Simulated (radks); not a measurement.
Results of a calculation; reference values are marked as such.
Al V, configuration [He] 2s2 2p5. Level of theory: scalar-relativistic Kohn-Sham, PBE, spin-polarised, spherical densities, finite nucleus; open shells are filled with parallel spins first; Fermi nuclear charge, rms radius 3.061 fm (a radial shooting solver on a logarithmic mesh with Libxc functionals).

Normalised radial functions P(r) = r R(r), r in bohr:

```
   r/bohr * 2s down (the largest magnitude, 1.33, reaches the edge; | marks zero)
 0.003852                             | *
 0.005477                             |  *
 0.007726                             |  *
  0.01099                             |    *
   0.0155                             |     *
  0.02204                             |       *
  0.03133                             |         *
   0.0442                             |           *
  0.06284                             |            *
  0.08936                             |          *
    0.126                             |     *
   0.1792                          *  |
   0.2528               *             |
   0.3595     *                       |
   0.5111  *                          |
    0.721       *                     |
    1.025                 *           |
    1.458                         *   |
    2.056                            *|
    2.924                             *
    4.124                             *
    5.864                             *
```

2s down: eigenvalue -174.74 eV, 1 radial node at r = 0.164 bohr, <r> = 0.605 bohr, 90 % of the charge inside 0.950 bohr.
